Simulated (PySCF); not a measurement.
Al(H)(Cl)(Et) (C2H6AlCl), SMILES C[CH2][AlH][Cl]. The structure is a stationary point at PBE-D3(BJ)/def2-SVP. The structure was generated by enumeration; whether it is a known compound was not checked. Other conformers were not sampled.

Computed equilibrium geometry at PBE-D3(BJ)/def2-SVP (PySCF confirms it by a frequency run) as a Z-matrix (one conformer of several):
```
C
H 1 1.1143
H 1 1.1144 2 104.04
C 1 1.5371 2 110.96 3 119.36
H 4 1.1101 1 112.00 2 62.55
H 4 1.1101 5 106.59 1 -122.82
H 4 1.1106 5 106.88 6 -114.01
Al 1 1.9647 2 107.11 3 -113.18
H 8 1.5964 1 125.42 2 -124.80
Cl 8 2.1282 9 116.16 1 179.98
```
Charge 0, spin multiplicity 1.
